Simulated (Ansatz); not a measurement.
`[Br][AlH][Br]` + `CF` → `F[CH2][AlH][Br]` + HBr  (formal exchange of groups at the Al–Br bond)

Gas-phase electronic energies from Ansatz, PBE0-D4/def2-TZVP geometries. CBS: MP2 limit from def2 TZ/QZ plus the TZ coupled-cluster correction, frozen cores. This one scheme is used for every species. Functionals use def2-TZVPP. B3LYP here is the variant with VWN-RPA as its local correlation; programs differ in this. For Br outer-core shells are correlated without core-valence functions, which leaves a few kJ/mol of doubt a bond. Scalar relativity is left out up to krypton. Each species was taken in one conformer, which may not be the lowest.

CCSD(T)/CBS gives +191.1 kJ/mol.

Another level gave +176.5 kJ/mol. Which?
A. B2PLYP/def2-TZVPP
B. SCS-MP2/def2-TZVPP
C. revPBE-D4/def2-TZVPP
D. B3LYP/def2-TZVPP

C. revPBE-D4 176.5, SCS-MP2/def2-TZVPP 193.6, B2PLYP 188.9, B3LYP 184.0 kJ/mol.

Largest T1 diagnostic among the species: 0.009.

From BLYP to BHLYP (50 % exact exchange), in def2-TZVPP and without D4, ΔE moves by +16.6 kJ/mol. Leaving LDA and LC-ωPBE aside and taking each functional with its dispersion term where it has one, the values, not all of them listed here, spread over 18.7 kJ/mol, from BLYP-D4 to BHLYP-D4. LDA lies −4.8 kJ/mol from PBE without D4. In def2-TZVPP, CCSD(T) changes the Hartree–Fock value by −18.5 kJ/mol (the triples alone add −1.5 kJ/mol) and MP2 by −10.8 kJ/mol.
